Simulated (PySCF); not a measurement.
# Computed vibrations of Yb2S3

Yb2S3 (singlet in the valence; each metal's 4f electrons, 13 of them, lie in its core potential, out of spins and levels). PySCF 2.14.0, RKS B3LYP, Yb lcecp-1-SVP with ECP59, S def2-SVP; non-relativistic Hamiltonian with scalar-relativistic core potentials where named; density fitting; no spin-orbit coupling. Central differences of gradients.

```xyz
5

Yb    0.0000    0.0000    2.5925
Yb    0.0000    0.0000   -2.5925
S     0.0000    0.0000    0.0000
S     0.0000    0.0000    4.9256
S     0.0000    0.0000   -4.9256
```

Run from Python with OMP_NUM_THREADS=2. Where DIIS fails, smearing, a level shift and second-order steps follow.
It took 56 s on 2 threads of Arm Neoverse V2, with other jobs on the host.

Question: What are the harmonic wavenumbers and infrared intensities?

Answer: Modes are labelled in D∞h; negative numbers are unstable modes, those under 60 cm⁻¹ near the noise; a finer grid moves soft modes by up to 10 cm⁻¹.
| cm⁻¹ | km/mol | symmetry |
| --- | --- | --- |
| -79 | – | πu |
| -79 | – | πu |
| -64 | – | πg |
| -64 | – | πg |
| -9 | – | πu |
| -9 | – | πu |
| 114 | 0.0 | σg+ |
| 368 | 456.2 | σu+ |
| 432 | 123.6 | σu+ |
| 440 | 0.0 | σg+ |

Question: Is this a minimum?

Answer: No: 4 unstable (and 2 more above −25 cm⁻¹, within the noise); the lowest moves the atoms so:
```
Yb   0.14 -0.07  0.00
Yb   0.14 -0.07  0.00
S   -0.62  0.31  0.00
S   -0.43  0.22  0.00
S   -0.43  0.22  0.00
```

An lcecp potential fixes the number of 4f electrons, so in runs with it no electron can move into or out of that shell.
